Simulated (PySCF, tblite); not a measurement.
Isomers of C4H10SSi. All values are computed: GFN2-xTB (tblite) harmonic vibrations without scaling, gas phase. Errors from tens to a few hundred cm⁻¹ against measured bands are possible. Modes of hydrogen on silicon and sulfur can be 10 to 20 % off. One conformer each.

Electronic energies: PBE0/pcSseg-1 single points on the GFN2-xTB geometries (PySCF, gas phase).

```
       SMILES  electronic energy, lowest = 0 (kcal/mol)
 CC[SiH]1CSC1                                       1.0
S[SiH2]CC1CC1                                       0.0
CSC1C[SiH2]C1                                      15.5
```

How do GFN2-xTB zero-point energies change the relative energies?

```
       SMILES  ZPE (kcal/mol)  of it from modes above 1550 cm⁻¹  electronic (kcal/mol)  with ZPE, lowest = 0 (kcal/mol)  lowest mode (cm⁻¹)  rings
S[SiH2]CC1CC1            77.7                              40.6                    0.0                              0.0                  40      1
 CC[SiH]1CSC1            80.3                              41.9                    1.0                              3.6                  40      1
CSC1C[SiH2]C1            78.6                              40.9                   15.5                             16.3                  59      1
```

The zero-point energies span 2.6 kcal/mol, from `S[SiH2]CC1CC1` to `CC[SiH]1CSC1`. The order is unchanged.

And how do the electronic energies of GFN2-xTB itself compare?

`S[SiH2]CC1CC1` 0.0; `CC[SiH]1CSC1` 23.5; `CSC1C[SiH2]C1` 21.5 kcal/mol, lowest = 0. Against the energies above, taken from the same isomer `S[SiH2]CC1CC1`, the largest difference is 22.5 kcal/mol.

What do entropy and thermal enthalpy add at 298.15 K and 1 bar (rigid rotor, harmonic oscillator, one conformer each)?

```json
{"SMILES": "S[SiH2]CC1CC1", "point group": "C1", "symmetry number": "1", "S (cal/(mol K))": "94.2", "H − H(0) (kcal/mol)": "6.16", "ZPE + H − H(0) − TS (kcal/mol)": "55.8"}
{"SMILES": "CC[SiH]1CSC1", "point group": "C1", "symmetry number": "1", "S (cal/(mol K))": "92.2", "H − H(0) (kcal/mol)": "5.97", "ZPE + H − H(0) − TS (kcal/mol)": "58.8"}
{"SMILES": "CSC1C[SiH2]C1", "point group": "C1", "symmetry number": "1", "S (cal/(mol K))": "90.5", "H − H(0) (kcal/mol)": "5.91", "ZPE + H − H(0) − TS (kcal/mol)": "57.5"}
```
